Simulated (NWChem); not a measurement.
Correlation energy of C$_{2}$H$_{5}$S

SMILES: C[CH]S
```xyz
8

C     -1.6864     0.1477     0.0861
C     -0.3891    -0.5151     0.3730
S      1.1339     0.0870    -0.1977
H     -1.9934     0.0428    -0.9740
H     -2.4890    -0.2847     0.7026
H     -1.6497     1.2305     0.2990
H     -0.3504    -1.5708     0.6546
H      0.7924     1.3940    -0.2734
```
Charge 0, spin multiplicity 2.

Everything below was run with NWChem. The geometry was optimised at UPBE0/def2-SVP, a minimum by its harmonic frequencies. It is one conformer; others weren't searched.

Basis set: cc-pVDZ. Each correlation energy counts from its own Hartree-Fock reference.

The correlated methods keep 7 core orbitals frozen. The structure started from a generated list of species. No SCF solution was tested for a lower state. Open-shell Hartree-Fock references start from PBE0 orbitals. Coupled-cluster values serve here as a point of comparison, not as the truth.

For the correlation energy, CCSD(T) on UHF gives -459.8 mHa and URI-MP2 gives -399.1 mHa. What do CCSD on ROHF, CCSD on UHF give?

CCSD on ROHF: -452.1 mHa; CCSD on UHF: -447.0 mHa.
